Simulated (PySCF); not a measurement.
Calculation: TPSSh-D3(BJ)/def2-TZVP // BP86-D3(BJ)/def2-SVP in PySCF. All species are isolated molecules in the gas phase. One relaxed conformer stands for a flexible species; it need not be the lowest. 

Reference species: [Hf(F)4] (neutral, multiplicity 1).

```
Item                                       Value
-------------------------------------  ---------
charge on the central atom (Mulliken)     1.70 e
coordination number                            4
HOMO                                   -11.01 eV
```

After one change: the charge on the central atom (Mulliken) falls by 0.03 e; the coordination number is nearly the same; the HOMO goes up by 3.10 eV.

Problem. Which change was made? The new species is one of these.
A) [Hf(F)2(OH)2]
B) [Hf(OH)4]
C) [Hf(F)(OH)3]
D) [Hf(F)3(OH)]

Solution. C, [Hf(F)(OH)3]
